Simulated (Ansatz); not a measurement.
```yaml
crystal:
  periodic: [false, false, false]
  atoms:
    - {symbol: Co, position_ang: [-2.155331, 1.500264, -0.593102]}
    - {symbol: W, position_ang: [-0.245699, 0.389450, 0.086694]}
    - {symbol: W, position_ang: [-0.719670, 2.264486, 1.047807]}
basis:
  gaussian: {orbitals: def2-TZVPD, initial_orbitals: start.molden}
total_charge: -1
hamiltonian: {xc: pbe}
correlation: {method: rpa}
scf: {omitted_lower_state_checks: [starts]}
```

The file start.molden holds the orbitals of an earlier run on this structure, at another level or in another basis.

```sh
$ ansatz run in.yaml --threads 4 --pin off --events-out ev --progress --plain --max-ram 3916MiB
```

Shortened log:

```
Functional definition: PBE
1202 factors; integrals over basis functions are off by at most 6.8e-4 eV
mean field evaluation 1: about -41271.9376 eV, gradient 9.6e0 eV
mean field evaluation 2: about -41272.3014 eV, gradient 3.1e0 eV
mean field evaluation 4: about -41272.3053 eV, gradient 3.0e-1 eV
mean field evaluation 8: about -41272.3060 eV, gradient 2.0e-4 eV
mean field -41272.30602935 eV, -1516.7292712048 hartree, gradient 9.1e-6 eV, S^2 0.000000; 0 other end points of the search recorded, 0 dependent functions left out; unrestricted orbitals would lower it
mean field evaluation 16: about -41182.3802 eV, gradient 2.6e1 eV
mean field evaluation 32: about -41193.4547 eV, gradient 6.9e-1 eV
5 core orbitals not correlated: weight in the atoms' cores, before any rotation towards them, 1.000 or more for the frozen orbitals, at most 0.000 for the correlated occupied ones
reference -41182.89111245 eV, -1513.4433336165 hartree; 23, 23 occupied and 106, 106 virtual orbitals, 1202 factors
Error: the energy between an occupied orbital and the lowest state that it is excited into in its spin channel is -0.0680 eV and must be positive: a state without a gap has no random-phase energy
```

Q: Can the result of this run be used?

A: No. The run stopped with an error. The reference has no gap: an occupied orbital lies above an empty one, and the correlation energy can't be formed.
